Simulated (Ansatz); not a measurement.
Cost and result for the atomization energy of FGeH$_{4}$In, SMILES `[F][InH][GeH3]` (7 atoms, 6 bonds).

The species carries charge 0 and has multiplicity 1. Correlated methods include outer-core shells of Ge, In, which these sets cover unevenly. Scalar relativity is left out up to krypton. In takes the def2 core potential. The structure was optimised at the PBE0-D4/def2-TZVP level. Program: Ansatz. Hardware: A = 2 threads of a server CPU on a shared host; B = 2 threads of an AMD EPYC 7R13 on a shared host and a share of an NVIDIA H100 80 GB. Times are those of one run each, without the atoms' runs, and a repeat can differ threefold. Electronic energies, without spin–orbit coupling; frozen cores. CCSD(T)/CBS adds CCSD(T) − MP2 in def2-TZVPP to the MP2 limit, and its time is that of the two runs behind it. T1 = 0.015. With those shells the extrapolation isn't a true limit. HSE06 is the plane-wave form, built on full-range PBE exchange.

CCSD(T)/CBS is a level of theory with its own doubt, some kJ/mol a heavy atom from the limit and from the frozen cores, so smaller differences don't rank the functionals.

```json
{"level": "LDA (SPW92)/def2-TZVPP [A]", "functions": "185", "wall time": "2.6 s"}
{"level": "revPBE-D4/def2-TZVPP [A]", "functions": "185", "wall time": "2.9 s"}
{"level": "PBE-D4/def2-TZVPP (with forces) [A]", "functions": "185", "wall time": "3.5 s"}
{"level": "CCSD(T)/def2-TZVPP [B]", "functions": "185", "wall time": "5.5 s"}
{"level": "PBE0-D4/def2-TZVPP [A]", "functions": "185", "wall time": "6.5 s"}
{"level": "r2SCAN-D4/def2-TZVPP (with forces) [A]", "functions": "185", "wall time": "7 s"}
{"level": "HSE06-D4/def2-TZVPP [A]", "functions": "185", "wall time": "8.1 s"}
{"level": "CCSD(T)/def2-QZVPP [B]", "functions": "348", "wall time": "11 s"}
{"level": "CCSD(T)/def2-SVP [A]", "functions": "92", "wall time": "11 s"}
{"level": "B97M-V/def2-TZVPP [A]", "functions": "185", "wall time": "12 s"}
{"level": "ωB97X-V/def2-TZVPP [A]", "functions": "185", "wall time": "12 s"}
{"level": "CCSD(T)/CBS(def2)", "functions": "–", "wall time": "16 s"}
{"level": "ωB97M-V/def2-TZVPP (with forces) [A]", "functions": "185", "wall time": "17 s"}
```

(1) What atomization energy does each give, and how far from CCSD(T)/CBS? (Best estimate.)

Answers

(1) Computed: 
```tsv
level	atomization (kJ/mol)	difference from CCSD(T)/CBS	per bond
LDA (SPW92)/def2-TZVPP [A]	1986.1	222.0	37.0
revPBE-D4/def2-TZVPP [A]	1681.1	-83.0	-13.8
PBE-D4/def2-TZVPP (with forces) [A]	1727.2	-36.9	-6.1
CCSD(T)/def2-TZVPP [B]	1719.6	-44.5	-7.4
PBE0-D4/def2-TZVPP [A]	1704.7	-59.4	-9.9
r2SCAN-D4/def2-TZVPP (with forces) [A]	1748.5	-15.6	-2.6
HSE06-D4/def2-TZVPP [A]	1703.9	-60.2	-10.0
CCSD(T)/def2-QZVPP [B]	1754.2	-9.9	-1.7
CCSD(T)/def2-SVP [A]	1624.7	-139.4	-23.2
B97M-V/def2-TZVPP [A]	1769.0	4.9	0.8
ωB97X-V/def2-TZVPP [A]	1765.4	1.3	0.2
CCSD(T)/CBS(def2)	1764.1	0.0	0.0
ωB97M-V/def2-TZVPP (with forces) [A]	1734.4	-29.7	-5.0
```

In def2-TZVPP, CCSD(T) changes the Hartree–Fock value by +478.1 kJ/mol (the triples alone add +23.3 kJ/mol) and MP2 by +464.6 kJ/mol; breaking electron pairs costs correlation energy, which Hartree–Fock lacks. The D4 term adds +18.1 kJ/mol with B3LYP and +9.5 kJ/mol with PBE0; it sums over pairs of atoms, weighted by their polarisabilities, and B3LYP, whose exchange is more repulsive, gets the larger term. From PBE to PBE0 (25 % exact exchange), in def2-TZVPP and without D4, the atomization energy moves by −21.0 kJ/mol: exact exchange takes away binding that semilocal exchange gives to molecules.

B3LYP here is the variant with VWN-RPA as its local correlation; programs differ in this.

Spin–orbit coupling would lower the free In atoms strongly, and the atomization energy with them, by more than many differences here. For some Ge, Se and Sn compounds the MP2-based and the directly extrapolated limit differ by 10 to 25 kJ/mol.
